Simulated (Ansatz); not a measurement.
Ansatz (a quantum-chemistry and plane-wave program) input (B3LYP/def2-TZVPD):

Ansatz 0.2 input:
```yaml
crystal:
  periodic: [false, false, false]
  atoms:
    - {symbol: Cd, position_ang: [-0.00000000, -0.00000000, -0.31889748]}
    - {symbol: F, position_ang: [0.00000000, 0.00000000, 1.70078657]}
basis:
  gaussian:
    orbitals: def2-TZVPD
hamiltonian:
  xc: {name: B3LYP}
magnetization: {spin_polarized: true, initial_magnetization: 1}
output: {forces: true}
```

Output:

```
Functional definition: B3LYP
integrals: 0.02 GiB planned
595 factors; their error is unknown
mean field: 0.24 GiB planned
mean field evaluation 1: about -7280.3749 eV, gradient 3.5e1 eV
mean field evaluation 2: about -7156.2326 eV, gradient 1.7e2 eV
mean field evaluation 4: about -7284.4112 eV, gradient 6.0e0 eV
mean field evaluation 8: about -7284.5249 eV, gradient 1.2e-1 eV
mean field evaluation 16: about -7284.5941 eV, gradient 2.7e-5 eV
mean field -7284.59413995 eV, -267.7038969679 hartree, gradient 6.2e-6 eV, S^2 0.752459; 0 other end points of the search recorded, 0 dependent functions left out
the calculation of the forces begins
reference -7284.59432758 eV, -267.7039038631 hartree; 15, 14 occupied and 65, 66 virtual orbitals, 595 factors
Total energy: -7284.59432758 eV, -267.7039038631 hartree
Atom 0 at    -0.000000    -0.000000    -0.318897 Å, force    -0.000000     0.000000    -0.051099 eV/Å
Atom 1 at     0.000000     0.000000     1.700787 Å, force     0.000000    -0.000000     0.051099 eV/Å
Dipole moment:     0.000000     0.000000    -0.807869 e Å
```

The spin state was set by rule; other spins were not relaxed.
